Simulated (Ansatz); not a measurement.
Computed with Ansatz (a quantum-chemistry and plane-wave program) with frozen-core CCSD(T)/cc-pVTZ // CAM-B3LYP-D3(BJ)/def2-TZVP.

Ansatz 0.2 input:
```yaml
crystal:
  periodic: [false, false, false]
  atoms:
    - { symbol: Br, position_ang: [-1.319534, -1.833238, 0.032864] }
    - { symbol: Ga, position_ang: [-0.000049, -0.000104, -0.000078] }
    - { symbol: Br, position_ang: [2.247301, -0.225036, 0.035081] }
    - { symbol: Br, position_ang: [-0.927718, 2.058379, -0.067867] }
basis:
  gaussian: { orbitals: cc-pVTZ }
correlation:
  method: ccsd_t
```

Output:

```
Functional definition: HF
1141 factors; integrals over basis functions are off by at most 8.0e-4 eV
mean field evaluation 1: about -262340.1513 eV, gradient 1.9e1 eV
mean field evaluation 2: about -262340.1827 eV, gradient 1.9e1 eV
mean field evaluation 4: about -262341.3630 eV, gradient 1.5e0 eV
mean field evaluation 8: about -262341.3790 eV, gradient 1.3e-1 eV
mean field evaluation 16: about -262340.9808 eV, gradient 1.3e1 eV
mean field -262341.37908713 eV, -9640.8678600787 hartree, gradient 2.9e-6 eV, S^2 0.000000; 0 other end points of the search recorded, 0 dependent functions left out
36 core orbitals not correlated
reference -262341.37908713 eV, -9640.8678600787 hartree; 32, 32 occupied and 104, 104 virtual orbitals, 1141 factors
second order -22.03130087 eV of doubles, -0.00000000 eV of singles
cycle   1  -22.05909510 eV  change   -2.8e-2 eV  update   1.0e-1
cycle   2  -22.61640760 eV  change   -5.6e-1 eV  update   2.6e-2
cycle   3  -22.68794442 eV  change   -7.2e-2 eV  update   1.3e-2
cycle   4  -22.67027831 eV  change    1.8e-2 eV  update   3.1e-3
cycle   5  -22.67092263 eV  change   -6.4e-4 eV  update   1.2e-3
cycle   6  -22.67097888 eV  change   -5.6e-5 eV  update   2.9e-4
cycle   7  -22.67077690 eV  change    2.0e-4 eV  update   1.0e-4
cycle   8  -22.67082636 eV  change   -4.9e-5 eV  update   2.9e-5
perturbative correction -0.97955696 eV, -0.0359980544 hartree
Total energy: -262365.02947045 eV, -9641.7369956348 hartree
```

Cost: around 2.9 core-minutes (rough).
